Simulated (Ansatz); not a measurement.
Molecule: MoOCl (charge 0, quartet). SMILES: [Cl][Mo]=[O]

Atoms: Mo1, O2, Cl3. Bonds: Mo1-O2, Mo1-Cl3.

Bond lengths (Å) and angles (degrees) optimised at PBE/6-31G* with LANL2DZ past Ar with Ansatz (a first-principles code); B3LYP/LANL2DZ with Ansatz; B3LYP/6-31G* with LANL2DZ past Ar with Ansatz; MP2/6-31G* with LANL2DZ past Ar with Ansatz, each started from the B3LYP-D3(BJ)/def2-TZVP structure (Ansatz) of the last column. A row stands for all coordinates that are equal there. 6-31G* holds six Cartesian d functions. No wavenumbers were computed at PBE/6-31G* with LANL2DZ past Ar, B3LYP/LANL2DZ, MP2/6-31G* with LANL2DZ past Ar, so these may be saddle points.

```json
[
 {"coordinate": "Mo1-O2", "PBE/6-31G* with LANL2DZ past Ar": "1.705", "B3LYP/LANL2DZ": "1.720", "B3LYP/6-31G* with LANL2DZ past Ar": "1.698", "MP2/6-31G* with LANL2DZ past Ar": "1.604", "B3LYP-D3(BJ)/def2-TZVP": "1.678"},
 {"coordinate": "Mo1-Cl3", "PBE/6-31G* with LANL2DZ past Ar": "2.296", "B3LYP/LANL2DZ": "2.359", "B3LYP/6-31G* with LANL2DZ past Ar": "2.309", "MP2/6-31G* with LANL2DZ past Ar": "2.342", "B3LYP-D3(BJ)/def2-TZVP": "2.297"},
 {"coordinate": "O2-Mo1-Cl3", "PBE/6-31G* with LANL2DZ past Ar": "134.7", "B3LYP/LANL2DZ": "137.2", "B3LYP/6-31G* with LANL2DZ past Ar": "136.1", "MP2/6-31G* with LANL2DZ past Ar": "138.3", "B3LYP-D3(BJ)/def2-TZVP": "137.1"}
]
```

Mean signed difference of all 2 bond lengths from B3LYP-D3(BJ)/def2-TZVP: PBE/6-31G* with LANL2DZ past Ar 0.013 Å, B3LYP/LANL2DZ 0.052 Å, B3LYP/6-31G* with LANL2DZ past Ar 0.016 Å, MP2/6-31G* with LANL2DZ past Ar -0.014 Å.
